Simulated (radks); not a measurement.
Task: Spherical quantum dot in the effective-mass picture: electrons in a hard-walled sphere of radius 11, with a point charge +1 (a donor) at the centre, all in effective atomic units (hartree* = m*/eps^2 hartree, bohr* = eps/m* bohr), one dielectric constant everywhere. Method: non-relativistic Kohn-Sham, exchange-only LDA, spin-polarised, spherical densities; computed with a radial shooting solver with Libxc functionals. Levels are named by radial order and angular momentum (1s, 1p, 1d, 2s, ...), and open shells are averaged over m. At N = 2 the configuration is 1s2. Does electron 3 go into 2s up or 1p up?

Result: Into 1p up. The total energies of the other choices lie higher by 0.00590 hartree* (2s up).
